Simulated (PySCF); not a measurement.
Species: C₄H₆N₂O₂Si.
Structure used (GFN2-xTB), in Å, numbered top down from 1:
```
atom  x, y, z in Å
N1    -0.0700    1.9567   -2.0821
C2    -0.1184    1.1075   -1.3154
C3    -0.1577    0.0588   -0.3569
Si4   -1.6561    0.4316    0.8800
C5    -0.2940   -1.2714   -0.9857
O6     0.3597   -2.2416   -0.6996
C7     0.9532    0.1836    0.6533
N8     2.1883   -0.1683    0.2963
O9     0.6494    0.6115    1.7565
H10   -1.6306   -0.6058    1.8942
H11   -1.5880    1.8302    1.2570
H12   -2.8281    0.2341    0.0102
H13   -1.0928   -1.3151   -1.7489
H14    2.3623   -0.6440   -0.5728
H15    2.9183   -0.1597    0.9920
```

Computed at PBE0/pcSseg-1 (PySCF, non-relativistic), with Q(14N) = 0.02044 b, Q(17O) = −0.0256 b: N1, 14N (I = 1): χzz = -4.604 MHz, η = 0.221; O6, 17O (I = 5/2): χzz = 12.18 MHz, η = 0.523; N8, 14N (I = 1): χzz = -4.274 MHz, η = 0.101; O9, 17O (I = 5/2): χzz = 8.923 MHz, η = 0.120.

(1) Find the zero-field quadrupole resonance frequencies of 14N at N1.

(2) Find the zero-field quadrupole resonance frequencies of 17O at O6.

(3) Where would the pure quadrupole (NQR) lines of 14N at N8 fall for the rigid, isolated species?

(4) Where would the pure quadrupole (NQR) lines of 17O at O9 fall for the rigid, isolated species?

Answers

(1) From ν± = (3/4)|χ|(1 ± η/3) and ν0 = |χ|η/2: ν+ 3.708 MHz, ν− 3.199 MHz, ν0 0.509 MHz (nitrile nitrogen).

(2) From the eigenvalues of H = χ/[4I(2I − 1)] × [3Iz² − I(I + 1) + η(Ix² − Iy²)], steps between neighbouring levels, labelled as for η = 0: ±1/2↔±3/2 2.304 MHz, ±3/2↔±5/2 3.485 MHz (aldehyde oxygen).

(3) From ν± = (3/4)|χ|(1 ± η/3) and ν0 = |χ|η/2: ν+ 3.314 MHz, ν− 3.098 MHz, ν0 0.216 MHz (amide nitrogen).

(4) From the eigenvalues of H = χ/[4I(2I − 1)] × [3Iz² − I(I + 1) + η(Ix² − Iy²)], steps between neighbouring levels, labelled as for η = 0: ±1/2↔±3/2 1.359 MHz, ±3/2↔±5/2 2.669 MHz (amide oxygen).

In a crystal, neighbours and librations shift these lines. GFN2-xTB bond lengths can be off by several hundredths of an ångström, more for odd bonds, and the gradients follow them. With so small a basis the couplings can be 20 % off.

One conformer stands for the species.
